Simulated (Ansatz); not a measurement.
`C=C[N](C)[GeH3]`, charge 0, multiplicity 1.

**Question.** Give a relaxed structure at PBE0-D4/def2-TZVP (Ansatz). (Best estimate.)

**Answer.** Ansatz gave: 
Z-matrix (Å, degrees):
```
C
N 1 1.441
H 1 1.092 2 110.2
H 1 1.099 2 112.2 3 -120.9
H 1 1.096 2 110.3 3 119.1
C 2 1.375 1 117.5 3 -176.0
Ge 2 1.844 1 119.7 3 21.3
C 6 1.338 2 127.1 1 0.9
H 6 1.088 2 113.8 1 179.6
H 7 1.536 2 106.9 1 -47.2
H 7 1.534 2 106.5 1 -167.5
H 7 1.543 2 111.5 1 72.2
H 8 1.081 6 119.4 2 177.5
H 8 1.082 6 123.1 2 -2.0
```
This is one stationary point; other conformers may exist.
